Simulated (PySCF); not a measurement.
## Correlation energy of Nb (niobium, neutral)

[Kr] 4d3 5s1 5p1, one real determinant (an excited configuration). Computed with PySCF 2.14 in def2-TZVPPD with the def2 core potential (28 electrons), with a scalar-relativistic core potential. Frozen: nothing; 13 electrons correlated.

| level | correlation energy (mhartree) |
| --- | --- |
| CCSD | -287.68 |
| (T) | -7.56 |
| CCSD(T) | -295.24 |

Diagnostics: T1 = 0.011, D1 = 0.0488, largest double amplitude 0.036.

Q: Is a single reference adequate?

A: Yes, within this model without spin-orbit coupling: T1 lies below 0.03 and no double amplitude reaches 0.07.

The reference is one real determinant that mixes LS terms of this configuration.

The basis has no tight functions for the innermost shells, so their pair energies are far from complete.

This basis was not built for core-valence correlation, so the inner-shell part is incomplete.
